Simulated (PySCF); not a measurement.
An unknown is described by computed data only.

Formula: C4H9ClOSi.

* 13C NMR: chemical shifts (computed TMS as zero) by class: 52.2 (1 C), 3.4 (1 C), 0.8 (1 C), -1.1 (1 C) ppm [GIAO PBE0/pcSseg-1]
* UV, first state: lowest singlet excitation: 7.96 eV (156 nm, f = 0.011) [TDDFT wB97X-D/def2-SVPD]
* 1H NMR: chemical shifts (computed TMS as zero) by class: 4.43 (1 H), 3.69 (3 H), 0.72 (1 H), 0.66 (1 H), 0.39 (1 H), 0.27 (1 H), -0.09 (1 H) ppm [GIAO PBE0/pcSseg-1]
* Rotational structure: rotational constants A, B, C: 2.448, 1.243, 0.876 GHz [PBE0-D3(BJ)/def2-SVP]
* Polarisability: 87.6 au [wB97X-D/def2-SVPD]
* Valence photoelectron: vertical ionisation energy: 10.34 eV [ΔSCF wB97X-D/def2-SVPD]
* XPS: Si2p3/2 107.7, Cl2p3/2 205.6, C1s 290.4, C1s 290.9, C1s 290.9, C1s 292.5, O1s 538.2, Si1s 1847.7, Cl1s 2828.2 eV [ΔSCF SCAN, pcX-2 on the ionised atom, pcseg-1 elsewhere, spin-free X2C, 2p3/2 from a spin–orbit splitting computed afterwards within the 2p shell]
* Dipole: 1.48 D [wB97X-D/def2-SVPD]
* NMR, other nuclei: isotropic shieldings of nuclei other than C and H, by class: 293 (1 O), 342 (1 Si), 912 (1 Cl) ppm [GIAO PBE0/pcSseg-1]
* Triplet: lowest triplet excitation (Tamm–Dancoff): 7.68 eV [TDA wB97X-D/def2-SVPD]

The electronic properties come from PySCF, for the isolated species, density fitting. Levels stand in brackets. Isolated species at its PBE0-D3(BJ)/def2-SVP geometry (one conformer only). NMR classes are plain means over equivalent atoms (diastereotopic ones count apart unless rotation or inversion swaps them), as if these changed places fast.

Q: Propose a structure and show how it fits.

A: Numbering: `[CH3:1][O:2][Si@@H:3]([Cl:4])[CH:5]1[CH2:6][CH2:7]1`. Its formula, C4H9ClOSi, gives 1 degree of unsaturation: 1 ring and 0 π bonds in the structure found. 4 carbons fall into 4 classes; from least to most shielded: methoxy carbon [C1] (52.2 ppm), three-membered-ring carbon [C7] (3.4 ppm), three-membered-ring carbon [C6] (0.8 ppm), ring sp3 carbon bound to silicon [C5] (-1.1 ppm). Hydrogen classes from least to most shielded: 1 H on a chlorine-bound silicon, Si3 (4.43 ppm), 3 H on a methoxy carbon, C1 (3.69 ppm), 1 H on a three-membered-ring carbon, C7 (0.72 ppm), 1 H on a three-membered-ring carbon, C6 (0.66 ppm), 1 H on a three-membered-ring carbon, C7 (0.39 ppm), 1 H on a three-membered-ring carbon, C6 (0.27 ppm), 1 H on an sp3 carbon bound to silicon, C5 (-0.09 ppm). The other shieldings belong to: 293 ppm, silyl ether oxygen [O2]; 342 ppm, chlorine-bound silicon [Si3]; 912 ppm, silicon-bound chlorine [Cl4]. The core levels belong to: Si2p3/2 107.7 eV, chlorine-bound silicon [Si3]; Cl2p3/2 205.6 eV, silicon-bound chlorine [Cl4]; C1s 290.4 eV, sp3 carbon bound to silicon [C5]; C1s 290.9 eV, three-membered-ring carbon [C7]; C1s 290.9 eV, three-membered-ring carbon [C6]; C1s 292.5 eV, methoxy carbon [C1]; O1s 538.2 eV, silyl ether oxygen [O2]; Si1s 1847.7 eV, chlorine-bound silicon [Si3]; Cl1s 2828.2 eV, silicon-bound chlorine [Cl4]. The first electron is taken from the HOMO, whose largest Löwdin shares are 0.22 on the silyl ether oxygen, 0.16 on the silicon-bound chlorine, 0.13 on the sp3 carbon bound to silicon and 0.12 on the chlorine-bound silicon. The optimised geometry has point group C1 and is an asymmetric top. Structure: `CO[Si@@H](Cl)C1CC1`. Computed isomers that give other values at the same levels: `C=C(C)O[SiH2]CCl` (13C chemical shifts (computed TMS as zero) by class: 165.7 (1 C), 91.5 (1 C), 28.2 (1 C), 24.1 (1 C) ppm); `C=CC[Si@@H](O)CCl` (13C chemical shifts (computed TMS as zero) by class: 142.6 (1 C), 121.7 (1 C), 34.1 (1 C), 24.5 (1 C) ppm); `ClC[C@@H]1CC[SiH2]O1` (13C chemical shifts (computed TMS as zero) by class: 80.9 (1 C), 53.3 (1 C), 33.8 (1 C), 10.1 (1 C) ppm). The assignments are read from this structure; whether some other isomer fits the data as well wasn't checked. The mirror image fits equally.

Conformer computed: `[CH3:1][O:2][Si@@H:3]([Cl:4])[CH:5]1[CH2:6][CH2:7]1`: C1–O2–Si3–Cl4 54°, O2–Si3–C5–C6 161°.
